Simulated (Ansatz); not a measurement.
Cu(CO)H (CHCuO). The state is a singlet with charge 0. Geometry PBE0-D4/def2-TZVP.

```xyz
4

Cu   -0.135    0.061   -0.809
C     0.167   -0.080    1.005
O     0.352   -0.163    2.111
H    -0.383    0.182   -2.308
```

**Question.** Estimate the orbital energies around the gap (eV) in Ansatz with PBE-D4/def2-TZVP, revPBE-D4/def2-TZVP, r2SCAN-D4/def2-TZVP, B97M-V/def2-TZVP, PBE0-D4/def2-TZVPD.

**Answer.** 
```json
{"orbital": "HOMO−9", "PBE-D4/def2-TZVP": "-15.13", "revPBE-D4/def2-TZVP": "-15.10", "r2SCAN-D4/def2-TZVP": "-15.87", "B97M-V/def2-TZVP": "-16.23", "PBE0-D4/def2-TZVPD": "-17.55"}
{"orbital": "HOMO−8", "PBE-D4/def2-TZVP": "-12.77", "revPBE-D4/def2-TZVP": "-12.69", "r2SCAN-D4/def2-TZVP": "-13.18", "B97M-V/def2-TZVP": "-13.19", "PBE0-D4/def2-TZVPD": "-14.69"}
{"orbital": "HOMO−7", "PBE-D4/def2-TZVP": "-12.77", "revPBE-D4/def2-TZVP": "-12.69", "r2SCAN-D4/def2-TZVP": "-13.18", "B97M-V/def2-TZVP": "-13.19", "PBE0-D4/def2-TZVPD": "-14.69"}
{"orbital": "HOMO−6", "PBE-D4/def2-TZVP": "-12.40", "revPBE-D4/def2-TZVP": "-12.33", "r2SCAN-D4/def2-TZVP": "-12.90", "B97M-V/def2-TZVP": "-13.04", "PBE0-D4/def2-TZVPD": "-14.39"}
{"orbital": "HOMO−5", "PBE-D4/def2-TZVP": "-7.53", "revPBE-D4/def2-TZVP": "-7.46", "r2SCAN-D4/def2-TZVP": "-7.75", "B97M-V/def2-TZVP": "-7.75", "PBE0-D4/def2-TZVPD": "-9.13"}
{"orbital": "HOMO−4", "PBE-D4/def2-TZVP": "-7.44", "revPBE-D4/def2-TZVP": "-7.35", "r2SCAN-D4/def2-TZVP": "-7.55", "B97M-V/def2-TZVP": "-7.58", "PBE0-D4/def2-TZVPD": "-9.13"}
{"orbital": "HOMO−3", "PBE-D4/def2-TZVP": "-7.44", "revPBE-D4/def2-TZVP": "-7.35", "r2SCAN-D4/def2-TZVP": "-7.55", "B97M-V/def2-TZVP": "-7.58", "PBE0-D4/def2-TZVPD": "-9.05"}
{"orbital": "HOMO−2", "PBE-D4/def2-TZVP": "-6.94", "revPBE-D4/def2-TZVP": "-6.86", "r2SCAN-D4/def2-TZVP": "-7.10", "B97M-V/def2-TZVP": "-7.17", "PBE0-D4/def2-TZVPD": "-8.95"}
{"orbital": "HOMO−1", "PBE-D4/def2-TZVP": "-6.94", "revPBE-D4/def2-TZVP": "-6.86", "r2SCAN-D4/def2-TZVP": "-7.10", "B97M-V/def2-TZVP": "-7.17", "PBE0-D4/def2-TZVPD": "-8.95"}
{"orbital": "HOMO", "PBE-D4/def2-TZVP": "-5.99", "revPBE-D4/def2-TZVP": "-5.91", "r2SCAN-D4/def2-TZVP": "-6.13", "B97M-V/def2-TZVP": "-6.12", "PBE0-D4/def2-TZVPD": "-6.96"}
{"orbital": "LUMO", "PBE-D4/def2-TZVP": "-3.24", "revPBE-D4/def2-TZVP": "-3.14", "r2SCAN-D4/def2-TZVP": "-3.08", "B97M-V/def2-TZVP": "-3.01", "PBE0-D4/def2-TZVPD": "-2.36"}
{"orbital": "LUMO+1", "PBE-D4/def2-TZVP": "-3.24", "revPBE-D4/def2-TZVP": "-3.14", "r2SCAN-D4/def2-TZVP": "-3.08", "B97M-V/def2-TZVP": "-3.01", "PBE0-D4/def2-TZVPD": "-2.36"}
{"orbital": "LUMO+2", "PBE-D4/def2-TZVP": "0.41", "revPBE-D4/def2-TZVP": "0.37", "r2SCAN-D4/def2-TZVP": "1.02", "B97M-V/def2-TZVP": "0.41", "PBE0-D4/def2-TZVPD": "0.33"}
{"orbital": "LUMO+3", "PBE-D4/def2-TZVP": "1.19", "revPBE-D4/def2-TZVP": "1.25", "r2SCAN-D4/def2-TZVP": "1.92", "B97M-V/def2-TZVP": "1.50", "PBE0-D4/def2-TZVPD": "0.67"}
{"orbital": "LUMO+4", "PBE-D4/def2-TZVP": "1.51", "revPBE-D4/def2-TZVP": "1.62", "r2SCAN-D4/def2-TZVP": "1.92", "B97M-V/def2-TZVP": "1.87", "PBE0-D4/def2-TZVPD": "0.67"}
{"orbital": "LUMO+5", "PBE-D4/def2-TZVP": "1.51", "revPBE-D4/def2-TZVP": "1.62", "r2SCAN-D4/def2-TZVP": "1.93", "B97M-V/def2-TZVP": "1.87", "PBE0-D4/def2-TZVPD": "1.17"}
```
